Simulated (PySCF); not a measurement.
CH7ClGeSi, SMILES [SiH2]([CH2][GeH3])Cl.

Geometry optimised at B3LYP-D3(BJ)/def2-SVP. The structure was generated by enumeration, and PubChem lists no compound with its InChIKey, so it may never have been made. The values are those of a single conformer.

Two levels are set side by side: TDA-PBE/def2-SVPD (PySCF) and TDA-PBE0/def2-SVPD (PySCF). Vertical, same geometry. The lowest singlet is HOMO→LUMO 98 % with PBE and HOMO→LUMO 90 % with the other functional; states are paired by order. Differences are taken from unrounded values.

```tsv
quantity	TDA-PBE
lowest singlet excitation (eV)	6.61
lowest triplet excitation (TDA) (eV)	6.32
first bright state (f over 0.05) (eV)	7.45
its oscillator strength	0.13
```

**Question.** These are the TDA-PBE values. What does TDA-PBE0 give? (The exact figures need the calculation; the answer reports its results.)

**Answer.** 
```csv
quantity,TDA-PBE0,TDA-PBE minus TDA-PBE0
lowest singlet excitation (eV),7.28,-0.67
lowest triplet excitation (TDA) (eV),6.88,-0.56
first bright state (f over 0.05) (eV),8.00,-0.55
its oscillator strength,0.10,0.03
```

Functionals without exact exchange tend to place singlet excitations lower, as here. Differences between two approximate levels are no errors against the true value.

Rough cost on one machine, each run with all the roots and properties that it gave: TDA-PBE0 against TDA-PBE about 3 times.
